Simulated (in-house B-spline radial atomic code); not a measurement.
Configurations of P³⁺, with energies counted from [Ne] 3s2. Method: Dirac-Hartree-Fock, average of configuration, Fermi nucleus of rms radius 3.1889 fm. Calculated with an all-electron radial atomic-structure program (B-spline basis). Energies include first-order Breit, QED and recoil terms.

Occupations are held fixed; configurations that lie above the ionisation limit could autoionise.

```csv
configuration,E - E(ref) (eV),highest orbital,its <r> (bohr)
[Ne] 3s1 (4f7/2)1,36.095,4f7/2,4.434
[Ne] 3s1 (5g9/2)1,41.088,5g9/2,6.869
[Ne] 3s1 (6g9/2)1,43.748,6g9/2,10.99
[Ne] 3s1 (7f7/2)1,45.327,7f7/2,16.74
[He] 2s2 (2p1/2)1 (2p3/2)4 3s2 (3d3/2)1,152.29,3d3/2,2.019
[He] 2s2 (2p1/2)2 (2p3/2)3 3s2 (4f7/2)1,166.71,4f7/2,4.387
[He] 2s1 2p6 3s2 (7g7/2)1,235.86,7g7/2,15.85
```

Order these further configurations by energy, lowest first.
A. [He] 2s1 2p6 3s2 (6f7/2)1
B. [He] 2s1 2p6 3s2 (4p3/2)1
C. [He] 2s1 2p6 3s2 (5p3/2)1
D. [He] 2s2 (2p1/2)2 (2p3/2)3 3s2 (6d3/2)1
E. [He] 2s1 2p6 3s2 (4f7/2)1

D (173.92 eV), B (220.27 eV), E (226.53 eV), C (228.61 eV), A (234.18 eV).

How far above the reference does [Ne] 3s1 (5f7/2)1 lie?

41.025 eV; its least bound orbital is 5f7/2 with <r> = 7.785 bohr.

How far above the reference does [He] 2s1 2p6 3s2 (4d3/2)1 lie?

224.87 eV; its least bound orbital is 4d3/2 with <r> = 4.541 bohr.

How far above the reference does [He] 2s1 2p6 3s2 (5f5/2)1 lie?

231.48 eV; its least bound orbital is 5f5/2 with <r> = 7.714 bohr.
